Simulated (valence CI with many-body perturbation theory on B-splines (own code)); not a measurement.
**Tl XXXI: calculated level list**

Method: relativistic CI+MBPT: five valence electrons over a frozen Dirac-Fock core [Kr] 4d10, radial functions for each j: 7 s, 7 p, 7 d, 7 f, 4 g, 2 h, with the one-electron correlation potential Σ1 (screened to all orders), the two-electron term Σ2, the three-electron term Σ3, Breit, model QED; selected single and double excitations, second order for the rest, scaled by the run's own slope (own B-spline code, finite nucleus).

No measured spectrum was set against this ion. As an estimate, large intervals hold to a few tenths of a per cent, small ones and those within an open d or f shell to about a per cent. Among the levels kept, up to 950 cm⁻¹ of a level comes from second order outside the variational space, and about a tenth of that is noise between levels of different J, which matters for small intervals. Only levels of the ground parity were solved; by the run's estimate the other parity begins above the list, which can be wrong where configurations are misplaced.

Levels 1 to 45 of 193, with energies above the lowest level, (4f5/2^5) J=5/2. "Leading %" is the weight of the configuration and term that name the level; weights of strongly mixed levels are sums over their largest components and can fall short. In the jj column 3d3/2^4 stands for four electrons in 3d with j = 3/2. Lifetimes count E1, E2, E3, M1 and M2 decay at the calculated energies, and are blank where another channel may lead or the interval is too uncertain; long ones can be off by a factor of two.

| No. | Configuration | Term | J | E (cm⁻¹) | Leading % | Lifetime | Second component | Leading jj |
| --- | --- | --- | --- | --- | --- | --- | --- | --- |
| 1 | 4f5 | 6H° | 5/2 | 0.0 | 46 |  | 33 % 4f5 4G° | 4f5/2^5 (72 %) |
| 2 | 4f5 | 6H° | 7/2 | 25665 | 69 | 993 μs | 23 % 4f5 4G° | 4f5/2^4 4f7/2 (79 %) |
| 3 | 4f5 | 6F° | 5/2 | 38250 | 29 | 902 μs | 22 % 4f5 6H° | 4f5/2^4 4f7/2 (64 %) |
| 4 | 4f5 | 6F° | 3/2 | 41248 | 55 | 1.95 ms | 25 % 4f5 4F° | 4f5/2^4 4f7/2 (84 %) |
| 5 | 4f5 | 6H° | 9/2 | 44330 | 75 | 1.98 ms | 10 % 4f5 4G° | 4f5/2^3 4f7/2^2 (52 %) |
| 6 | 4f5 | 6F° | 1/2 | 45306 | 70 | 147 ms | 23 % 4f5 4D° | 4f5/2^4 4f7/2 (66 %) |
| 7 | 4f5 | 6H° | 11/2 | 56819 | 62 | 7.34 ms | 17 % 4f5 4I° | 4f5/2^3 4f7/2^2 (41 %) |
| 8 | 4f5 | 6F° | 7/2 | 59059 | 53 | 1.44 ms | 20 % 4f5 4F° | 4f5/2^3 4f7/2^2 (49 %) |
| 9 | 4f5 | 4I° | 15/2 | 62105 | 21 |  | 18 % 4f5 2L° | 4f5/2^4 4f7/2 (85 %) |
| 10 | 4f5 | 6H° | 13/2 | 64615 | 42 | 43.7 ms | 27 % 4f5 4I° | 4f5/2^4 4f7/2 (50 %) |
| 11 | 4f5 | 6F° | 9/2 | 74323 | 54 | 4.65 ms | 13 % 4f5 4G° | 4f5/2^4 4f7/2 (41 %) |
| 12 | 4f5 | 6F° | 5/2 | 80043 | 48 | 231 μs | 17 % 4f5 2F° | 4f5/2^3 4f7/2^2 (73 %) |
| 13 | 4f5 | 6H° | 15/2 | 86983 | 36 | 1.17 ms | 34 % 4f5 4M° | 4f5/2^3 4f7/2^2 (75 %) |
| 14 | 4f5 | 6F° | 11/2 | 87001 | 37 | 2.29 ms | 25 % 4f5 4G° | 4f5/2^4 4f7/2 (41 %) |
| 15 | 4f5 | 4F° | 3/2 | 90078 | 63 | 308 μs | 28 % 4f5 6F° | 4f5/2^3 4f7/2^2 (80 %) |
| 16 | 4f5 | 4I° | 9/2 | 90438 | 50 | 303 μs | 20 % 4f5 2H° | 4f5/2^3 4f7/2^2 (63 %) |
| 17 | 4f5 | 4L° | 13/2 | 92616 | 43 | 824 μs | 30 % 4f5 6H° | 4f5/2^3 4f7/2^2 (48 %) |
| 18 | 4f5 | 4K° | 11/2 | 93464 | 40 | 580 μs | 20 % 4f5 6F° | 4f5/2^3 4f7/2^2 (53 %) |
| 19 | 4f5 | 4P° | 5/2 | 93832 | 30 | 343 μs | 22 % 4f5 6P° | 4f5/2^3 4f7/2^2 (57 %) |
| 20 | 4f5 | 4G° | 7/2 | 102660 | 38 | 353 μs | 21 % 4f5 6F° | 4f5/2^3 4f7/2^2 (66 %) |
| 21 | 4f5 | 4M° | 17/2 | 103770 | 61 | 873 μs | 18 % 4f5 4L° | 4f5/2^3 4f7/2^2 (96 %) |
| 22 | 4f5 | 2P° | 1/2 | 104070 | 66 | 315 μs | 20 % 4f5 6F° | 4f5/2^3 4f7/2^2 (62 %) |
| 23 | 4f5 | 6P° | 3/2 | 108220 | 46 | 1.31 ms | 35 % 4f5 4P° | 4f5/2^3 4f7/2^2 (63 %) |
| 24 | 4f5 | 2G° | 7/2 | 115490 | 37 | 328 μs | 25 % 4f5 4H° | 4f5/2^3 4f7/2^2 (49 %) |
| 25 | 4f5 | 4G° | 9/2 | 116370 | 42 | 956 μs | 32 % 4f5 4H° | 4f5/2^3 4f7/2^2 (84 %) |
| 26 | 4f5 | 4L° | 15/2 | 116660 | 51 | 1.14 ms | 27 % 4f5 4K° | 4f5/2^3 4f7/2^2 (84 %) |
| 27 | 4f5 | 4M° | 19/2 | 118520 | 52 | 12.2 ms | 21 % 4f5 2N° | 4f5/2^3 4f7/2^2 (79 %) |
| 28 | 4f5 | 4I° | 9/2 | 119680 | 29 | 384 μs | 18 % 4f5 2H° | 4f5/2^4 4f7/2 (40 %) |
| 29 | 4f5 | 4H° | 11/2 | 121740 | 32 | 1.07 ms | 20 % 4f5 4I° | 4f5/2^3 4f7/2^2 (66 %) |
| 30 | 4f5 | 4F° | 5/2 | 123680 | 41 | 279 μs | 34 % 4f5 4G° | 4f5/2^3 4f7/2^2 (52 %) |
| 31 | 4f5 | 4M° | 21/2 | 123750 | 43 | 469 ms | 41 % 4f5 2N° | 4f5/2^3 4f7/2^2 (85 %) |
| 32 | 4f5 | 4K° | 13/2 | 124470 | 56 | 997 μs | 24 % 4f5 2K° | 4f5/2^3 4f7/2^2 (79 %) |
| 33 | 4f5 | 2M° | 17/2 | 126750 | 38 | 30.0 ms | 32 % 4f5 4L° | 4f5/2^3 4f7/2^2 (90 %) |
| 34 | 4f5 | 6H° | 15/2 | 129770 | 30 | 277 μs | 26 % 4f5 2K° | 4f5/2^2 4f7/2^3 (50 %) |
| 35 | 4f5 | 4D° | 7/2 | 130510 | 38 | 524 μs | 31 % 4f5 6P° | 4f5/2^3 4f7/2^2 (62 %) |
| 36 | 4f5 | 4I° | 13/2 | 130580 | 37 | 754 μs | 26 % 4f5 4H° | 4f5/2^3 4f7/2^2 (82 %) |
| 37 | 4f5 | 2D° | 5/2 | 131250 | 24 | 418 μs | 22 % 4f5 4D° | 4f5/2^3 4f7/2^2 (47 %) |
| 38 | 4f5 | 4D° | 3/2 | 135560 | 25 | 446 μs | 23 % 4f5 4P° | 4f5/2^4 4f7/2 (45 %) |
| 39 | 4f5 | 4I° | 11/2 | 135980 | 51 | 213 μs | 22 % 4f5 4K° | 4f5/2^2 4f7/2^3 (67 %) |
| 40 | 4f5 | 4L° | 13/2 | 137840 | 24 | 232 μs | 21 % 4f5 4I° | 4f5/2^2 4f7/2^3 (44 %) |
| 41 | 4f5 | 4F° | 9/2 | 138250 | 24 | 381 μs | 20 % 4f5 4G° | 4f5/2^3 4f7/2^2 (56 %) |
| 42 | 4f5 | 2I° | 11/2 | 141780 | 26 | 393 μs | 18 % 4f5 2H° | 4f5/2^3 4f7/2^2 (40 %) |
| 43 | 4f5 | 4G° | 7/2 | 142290 | 54 | 225 μs | 15 % 4f5 4H° | 4f5/2^3 4f7/2^2 (56 %) |
| 44 | 4f5 | 4G° | 5/2 | 142760 | 40 | 303 μs | 23 % 4f5 2F° | 4f5/2^3 4f7/2^2 (52 %) |
| 45 | 4f5 | 4F° | 7/2 | 146820 | 37 | 270 μs | 22 % 4f5 2G° | 4f5/2^2 4f7/2^3 (49 %) |

Where two levels of one J and parity lie close, their mixing, g and order are uncertain.

The ionisation energy to 4f4 5I_4 of the next ion comes out as 1094.9 eV (NIST: 1110 ± 60 eV (theoretical)). All 193 levels together are meant to be complete up to 399720 cm⁻¹.
